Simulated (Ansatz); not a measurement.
Harmonic frequencies (cm⁻¹) at PBE0-D4/def2-TZVP from Ansatz: 36, 88, 158, 188, 226, 245, 274, 328, 432, 576, 606, 629, 661, 875, 930, 965, 1037, 1225, 1250, 1410, 1437, 1492, 1501, 2714, 3033, 3038, 3068, 3102, 3111, 3974.

Each molecule was computed in one conformer, which needn't be the lowest.

(1) Which molecule is it?
A. `[AlH2][N]([SiH3])[SiH3]`
B. `C[CH2][Al]([Cl])[Cl]`
C. `[CH3][AlH][O]CS`
D. `C[CH2][Al]([OH])[SH]`

Results:

(1) D.
